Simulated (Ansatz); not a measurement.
`CS[SiH](F)F` + HCl → `CS[SiH](F)Cl` + H–F at 400 K and 1 bar (ligand exchange at the Si–F bond).

Gas-phase electronic energies from Ansatz, PBE0-D4/def2-TZVP geometries. CBS: MP2 limit from def2 TZ/QZ plus the TZ coupled-cluster correction, frozen cores. This one scheme is used for every species. Each species was taken in one conformer, which may not be the lowest.

```
       species  CCSD(T)/CBS energy (Eh)  H − E (kJ/mol)  S (J/(mol·K))
 `CS[SiH](F)F`               -927.06449           175.0          385.7
           HCl               -460.38127            29.6          195.4
`CS[SiH](F)Cl`              -1287.03339           172.9          396.3
           H–F               -100.39570            36.5          182.2
```

H − E and S are ideal-gas, rigid-rotor, harmonic terms from PBE0-D4/def2-TZVP, for one conformer and one mirror image of each species. 1 Eh = 2625.50 kJ/mol, R = 8.31446 J/(mol·K).

Question: By hand: ΔE, ΔH, ΔS and ΔG.

Answer: ΔE = (-1287.03339) + (-100.39570) − (-927.06449) − (-460.38127) = 0.01667 Eh = 43.8 kJ/mol. Δ(H − E) = 172.9 + 36.5 − 175.0 − 29.6 = 4.8, so ΔH = 48.6 kJ/mol. ΔS = 396.3 + 182.2 − 385.7 − 195.4 = -2.6 J/(mol·K). ΔG = 48.6 − 400 × (-2.6)/1000 = 49.6 kJ/mol.

Question: By hand: the equilibrium constant, and the temperature at which ΔG would vanish if ΔH and ΔS stayed fixed.

Answer: log₁₀ K = −ΔG/(RT ln 10) = -6.5. ΔH and −TΔS have one sign here, so there is no such temperature. One of them is within its doubt of zero, so this could turn.

The number of gas molecules stays the same, so ΔS is small and ΔH decides. A doubt of 5 kJ/mol in ΔE shifts log₁₀ K by 0.7 here. Other conformers and mirror images would add mixing entropy, several J/(mol·K) or more a flexible species. Modes under 60 cm⁻¹, often nearly free rotors, make the harmonic entropy too high. These are equilibria of isolated gas molecules and say nothing of rates. Largest T1 diagnostic: 0.011 (customary marks: 0.02 for closed shells, 0.045 for open ones).
